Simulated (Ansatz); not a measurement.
Computed with Ansatz on PBE0-D4/def2-TZVP structures; ΔE is electronic, products minus reactants. CCSD(T)/CBS adds triple-zeta CCSD(T) − MP2 to the extrapolated MP2 energy (def2 sets, frozen cores). DFT in def2-TZVPP. B3LYP here is the variant with VWN-RPA as its local correlation; programs differ in this. One conformer a species, not always the lowest.

Reaction (ligand exchange at the Si–N bond): `CN[SiH3]` + `N[Si](N)(O)O` → `N[Si](N)(O)O[SiH3]` + CH₃NH₂

| level | ΔE (kJ/mol) | difference from CCSD(T)/CBS |
| --- | --- | --- |
| PBE-D4 | -54.4 | 7.8 |
| B3LYP-D4 | -63.2 | -1.0 |
| ωB97X-V | -60.7 | 1.5 |
| ωB97M-V | -60.0 | 2.2 |
| B2PLYP | -61.8 | 0.4 |
| PBE | -52.4 | 9.8 |
| PBE0 | -55.4 | 6.8 |
| B3LYP | -60.3 | 1.9 |
| MP2/def2-TZVPP | -61.4 | 0.8 |
| SCS-MP2/def2-TZVPP | -64.2 | -2.0 |
| CCSD/def2-TZVPP | -64.2 | -2.0 |
| CCSD(T)/def2-TZVPP | -63.2 | -1.0 |
| MP2/def2-QZVPP | -61.3 | 0.9 |
| HF/CBS(def2) | -73.4 | -11.2 |
| MP2/CBS(def2) | -60.5 | 1.7 |
| CCSD/CBS(def2) | -63.2 | -1.0 |
| CCSD(T)/CBS | -62.2 | 0 |

Largest T1 diagnostic among the species: 0.011.

In def2-TZVPP, CCSD(T) changes the Hartree–Fock value by +8.8 kJ/mol (the triples alone add +1.0 kJ/mol) and MP2 by +10.6 kJ/mol.
